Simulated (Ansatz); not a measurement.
`O[SiH](O)[SiH](F)F` + HCl → `F[SiH](F)Cl` + `O[SiH2]O`  (cleavage of the Si–Si bond)

Isolated molecules relaxed with PBE0-D4/def2-TZVP in Ansatz; ΔE leaves out vibrations. CCSD(T)/CBS adds triple-zeta CCSD(T) − MP2 to the extrapolated MP2 energy (def2 sets, frozen cores). This one scheme is used for every species. One conformer a species, not always the lowest.

**Question.** Is it downhill or uphill in electronic energy at CCSD(T)/CBS, and by how much? (Best estimate.)

**Answer.** Ansatz gave: Downhill: ΔE = -134.1 kJ/mol.

**Question.** What do these levels give: HF/def2-TZVPP, MP2/def2-TZVPP, SCS-MP2/def2-TZVPP, CCSD/def2-TZVPP, CCSD(T)/def2-TZVPP, SCS-MP2/def2-QZVPP? (Estimate.)

**Answer.** Ansatz gave: HF/def2-TZVPP -147.6, MP2/def2-TZVPP -144.2, SCS-MP2/def2-TZVPP -142.1, CCSD/def2-TZVPP -134.7, CCSD(T)/def2-TZVPP -133.8, SCS-MP2/def2-QZVPP -142.6 kJ/mol.

Largest T1 diagnostic among the species: 0.012.

In def2-TZVPP, CCSD(T) changes the Hartree–Fock value by +13.9 kJ/mol (the triples alone add +0.9 kJ/mol) and MP2 by +3.4 kJ/mol. From PBE to PBE0 (25 % exact exchange), in def2-TZVPP and without D4, ΔE moves by −7.0 kJ/mol. The D4 term adds +4.9 kJ/mol with B3LYP and +3.1 kJ/mol with PBE0; it sums over pairs of atoms, weighted by their polarisabilities, and B3LYP, whose exchange is more repulsive, gets the larger term.

B3LYP here is the variant with VWN-RPA as its local correlation; programs differ in this.
